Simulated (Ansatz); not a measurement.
`[CH3][InH][C]#N` and `[CH3][In]([Cl])[C]#N` differ in one atom or group.

Ansatz, PBE0-D4/def2-TZVP geometries, multiplicity 1. 

Elements past krypton have def2 core potentials.

```tsv
property	`[CH3][InH][C]#N`
HOMO–LUMO gap (PBE/def2-TZVPP) / eV	4.30
HOMO energy (PBE0/def2-TZVPP) / eV	-8.47
LUMO energy (B3LYP/def2-TZVPP) / eV	-2.53
size of the dipole moment (PBE/def2-TZVPP) / D	4.83
HOMO energy (PBE/def2-TZVPP) / eV	-7.28
LUMO energy (ωB97M-V/def2-TZVPP) / eV	-0.67
```

(1) What does the change do to each property? (Estimate.)

Results:

(1) Computed: 
| property | `[CH3][In]([Cl])[C]#N` | shift |
| --- | --- | --- |
| HOMO–LUMO gap (PBE/def2-TZVPP) / eV | 4.42 | 0.12 |
| HOMO energy (PBE0/def2-TZVPP) / eV | -8.78 | -0.31 |
| LUMO energy (B3LYP/def2-TZVPP) / eV | -2.54 | -0.01 |
| size of the dipole moment (PBE/def2-TZVPP) / D | 4.75 | -0.08 |
| HOMO energy (PBE/def2-TZVPP) / eV | -7.42 | -0.14 |
| LUMO energy (ωB97M-V/def2-TZVPP) / eV | -0.61 | 0.06 |

Dipoles are sizes alone; their direction can turn.

B3LYP here is the variant with VWN-RPA as its local correlation; programs differ in this.
